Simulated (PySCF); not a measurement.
**MoO2F2: from structure and modes to constants**

Method: PySCF, PBE, basis Mo def2-SVP with ECP28, O def2-SVP, F def2-SVP (scalar-relativistic core potentials, no spin–orbit coupling, density fitting).

The singlet minimum has C2v symmetry. Masses (u): Mo 97.90541, O 15.99492, F 18.99840.

```xyz
5
charge 0 multiplicity 1, angstrom
Mo    0.0000    0.0000    0.0404
O     1.3509    0.0000    1.0511
O    -1.3509    0.0000    1.0511
F     0.0000    1.5382   -0.9907
F     0.0000   -1.5382   -0.9907
```

Harmonic wavenumbers (cm⁻¹): 172.5 (a1, ×1), 223.8 (b2, ×1), 239.7 (a2, ×1), 268.0 (b1, ×1), 359.7 (a1, ×1), 693.3 (a1, ×1), 720.3 (b1, ×1), 1010.5 (b2, ×1), 1026.2 (a1, ×1).

Problem. Find the principal moments of inertia and the rotational constants. What kind of rotor is it?

Solution. About the centre of mass I = 131.18, 148.29, 162.7 u Å². With B = 16.8576/I this gives 0.1285, 0.1137, 0.1036 cm⁻¹. The molecule is an asymmetric top with κ = -0.19.

Problem. What is the harmonic zero-point energy?

Solution. Half the sum of all 9 wavenumbers, 4714/2 = 2357 cm⁻¹, which is 28.2 kJ/mol (1 cm⁻¹ = 0.0119627 kJ/mol).

Problem. Find the vibrational entropy and heat capacity at 298.15 K.

Solution. With u = 1.43878 ω/T, each mode gives S = R[u/(eᵘ−1) − ln(1−e⁻ᵘ)] and C = R u² eᵘ/(eᵘ−1)².
```tsv
ω (cm⁻¹)	u	S (J/(mol K))	C (J/(mol K))
172.5	0.832	10.08	7.85
223.8	1.080	8.07	7.55
239.7	1.157	7.55	7.45
268.0	1.293	6.73	7.25
359.7	1.736	4.70	6.51
693.3	3.346	1.31	3.52
720.3	3.476	1.18	3.31
1010.5	4.876	0.38	1.53
1026.2	4.952	0.35	1.46
```
The sums over all modes are S = 40.4 and C = 46.4 J/(mol K); the softest mode gives 25 % of the entropy.

Problem. Give the standard entropy (298.15 K, 1 bar) by its translational, rotational, vibrational and spin parts, and Cp.

Solution. Sackur–Tetrode with M = 167.89 u gives 172.8; rotation with symmetry number 2 gives 105.0; vibration 40.4; spin R ln 1 = 0.0. The total is 318.1 J/(mol K), and Cp = 4 R + 46.4 = 79.7 J/(mol K).

Other isomers or separated fragments may lie lower.
